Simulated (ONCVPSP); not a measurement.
**Scattering properties, ONCV potential for manganese (Mn)**

Mn (Z = 25), optimised norm-conserving Vanderbilt (ONCV), made with ONCVPSP 4.0.1 (PBE, fully relativistic). Core [Ar], reference 3d5 4s2. Waves: 4s: rc 2.30 bohr, ncon 3, nbas 7, qcut 2.4 1/bohr, 2 projectors, debl 2.2 Ha; p scattering state at 0.03 Ha: rc 2.05 bohr, ncon 4, nbas 9, qcut 4.1 1/bohr, 1 projector; 3d: rc 2.00 bohr, ncon 4, nbas 8, qcut 8.1 1/bohr, 3 projectors, debl 0.6 Ha. Local part: polynomial inside 1.85 bohr (lpopt 4, dvloc0 3 Ha). Core correction: Teter function, fcfact 3.75, rcfact 1.1.

Open shells are filled in proportion to 2j + 1.

The phase is arctan(r·R′/R) of the radial function R(r), unwrapped; energies in Ha, scanned from -2 to 5 Ha. A pole is an energy at which the radial function vanishes at the test radius. The pseudo phase is shifted by a multiple of π to meet the all-electron one at the reference energy, and phase errors are pseudo minus all-electron; the curves can meet again beyond the range given. Levels narrower than the energy grid can be missing from the lists of poles.

| channel | radius (bohr) | reference energy (Ha) | poles, all-electron | poles, pseudo | unbroken range about the reference energy with phases within 0.05 rad | phase error 1 Ha above the reference energy (rad) |
| --- | --- | --- | --- | --- | --- | --- |
| s | 2.33 | -0.19 | 1.36 | 1.36, 4.35 | below 2.9 | -0.001 |
| p3/2 | 2.08 | 0.03 | -1.93, 2.81 | 2.00 | -1.1 to 0.5 | -0.076 |
| p1/2 | 2.08 | 0.03 | -1.98, 2.77 | 2.00 | -1.1 to 0.6 | -0.069 |
| d5/2 | 2.03 | -0.25 | -0.02, 3.87 | -0.02, 3.88 | the whole range | +0.000 |
| d3/2 | 2.03 | -0.25 | -0.03, 3.87 | -0.03, 3.87 | the whole range | +0.000 |

Phases in the d5/2 channel:

```tsv
E (Ha)	all-electron	pseudo
-1.98	1.246	1.246
-1.62	1.196	1.196
-1.26	1.114	1.114
-0.90	0.939	0.939
-0.54	0.229	0.229
-0.18	-1.345	-1.345
0.18	-1.745	-1.745
0.54	-1.989	-1.989
0.90	-2.352	-2.352
1.26	-3.122	-3.122
1.62	-3.924	-3.924
1.98	-4.282	-4.282
2.34	-4.450	-4.450
2.70	-4.546	-4.546
3.06	-4.611	-4.611
3.42	-4.661	-4.660
3.78	-4.702	-4.702
4.14	-4.740	-4.740
4.50	-4.780	-4.778
4.86	-4.824	-4.821
```
